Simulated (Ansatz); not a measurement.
CH₉GeNSi (`C[NH][GeH2][SiH3]`) at its PBE0-D4/def2-TZVP geometry, where that method's forces vanish. Total charge 0; spin multiplicity 1.

```json
{"atom": "C1", "x (Å)": "-1.093", "y (Å)": "1.581", "z (Å)": "0.427"}
{"atom": "N2", "x (Å)": "0.288", "y (Å)": "1.469", "z (Å)": "-0.001"}
{"atom": "Ge3", "x (Å)": "0.779", "y (Å)": "-0.037", "z (Å)": "-0.949"}
{"atom": "Si4", "x (Å)": "0.392", "y (Å)": "-2.089", "z (Å)": "0.231"}
{"atom": "H5", "x (Å)": "-1.404", "y (Å)": "0.850", "z (Å)": "1.188"}
{"atom": "H6", "x (Å)": "-1.282", "y (Å)": "2.581", "z (Å)": "0.829"}
{"atom": "H7", "x (Å)": "-1.753", "y (Å)": "1.455", "z (Å)": "-0.435"}
{"atom": "H8", "x (Å)": "0.928", "y (Å)": "1.677", "z (Å)": "0.753"}
{"atom": "H9", "x (Å)": "2.275", "y (Å)": "0.123", "z (Å)": "-1.278"}
{"atom": "H10", "x (Å)": "-0.053", "y (Å)": "-0.013", "z (Å)": "-2.246"}
{"atom": "H11", "x (Å)": "-1.033", "y (Å)": "-2.191", "z (Å)": "0.648"}
{"atom": "H12", "x (Å)": "1.239", "y (Å)": "-2.140", "z (Å)": "1.454"}
{"atom": "H13", "x (Å)": "0.717", "y (Å)": "-3.265", "z (Å)": "-0.621"}
```

Q: For each bond, give half the difference of the two atoms' forces along it (eV/Å; positive pushes the atoms apart) under PBE-D4, r2SCAN-D4, B3LYP-D4, ωB97M-V in def2-TZVPP. (An estimate is asked.)

A: Computed: 
| bond | length (Å) | PBE-D4 | r2SCAN-D4 | B3LYP-D4 | ωB97M-V |
| --- | --- | --- | --- | --- | --- |
| C1–N2 | 1.450 | 0.07 | 0.21 | 0.22 | 0.28 |
| C1–H5 | 1.100 | 0.09 | -0.05 | -0.07 | -0.10 |
| C1–H6 | 1.094 | 0.10 | -0.04 | -0.10 | -0.12 |
| C1–H7 | 1.094 | 0.10 | -0.05 | -0.09 | -0.09 |
| N2–Ge3 | 1.846 | 0.19 | 0.05 | 0.17 | 0.02 |
| N2–H8 | 1.011 | 0.22 | 0.00 | -0.09 | -0.10 |
| Ge3–Si4 | 2.398 | -0.12 | -0.03 | 0.09 | 0.03 |
| Ge3–H9 | 1.540 | 0.05 | -0.05 | -0.06 | -0.08 |
| Ge3–H10 | 1.541 | 0.07 | -0.04 | -0.04 | -0.08 |
| Si4–H11 | 1.488 | 0.09 | -0.01 | -0.08 | -0.10 |
| Si4–H12 | 1.489 | 0.09 | -0.01 | -0.08 | -0.10 |
| Si4–H13 | 1.488 | 0.08 | -0.02 | -0.08 | -0.10 |

B3LYP here is the variant with VWN-RPA as its local correlation; programs differ in this.
